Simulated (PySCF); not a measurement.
SMILES O=C(CC(C)[CH2])C (C6H11O), doublet (GFN2-xTB optimised geometry):

```
18

C     -0.241     1.834     0.000
C      0.251     0.451     0.000
C     -0.263    -0.342    -1.198
C     -0.203    -0.249     1.334
C      0.525    -1.558     1.504
C      1.838    -1.455     2.239
O      0.100    -2.600     1.068
H     -1.209     2.064    -0.400
H      0.281     2.600     0.541
H      1.348     0.451     0.000
H      0.141     0.069    -2.120
H     -1.348    -0.295    -1.244
H      0.031    -1.386    -1.124
H     -1.276    -0.427     1.269
H      0.012     0.416     2.170
H      2.417    -0.612     1.871
H      2.406    -2.375     2.128
H      1.635    -1.290     3.296
```

Calculation: unrestricted B3LYP/def2-SVP run with PySCF.

### Question
What are the frontier orbital energies (α orbitals alone; a β orbital can be the lowest empty one) and the dipole moment?

### Answer
HOMO-2 -9.34 eV, HOMO-1 -6.87 eV, HOMO -5.70 eV, LUMO -0.46 eV, LUMO+1 1.30 eV; dipole moment 2.54 D.

On the same geometry unrestricted PBE/def2-SVP (PySCF 2.14.0) gives HOMO-2 -8.11 eV, HOMO-1 -5.51 eV, HOMO -4.60 eV, LUMO -1.38 eV, LUMO+1 0.78 eV; dipole moment 2.38 D.

Meta-Löwdin charges at B3LYP/def2-SVP: C1 -0.22, C2 -0.03, C3 -0.29, C4 -0.21, C5 0.38, C6 -0.33, O7 -0.40, H8 0.10, H9 0.10, H10 0.08, H11 0.09, H12 0.09, H13 0.10, H14 0.10, H15 0.09, H16 0.11, H17 0.11, H18 0.12.
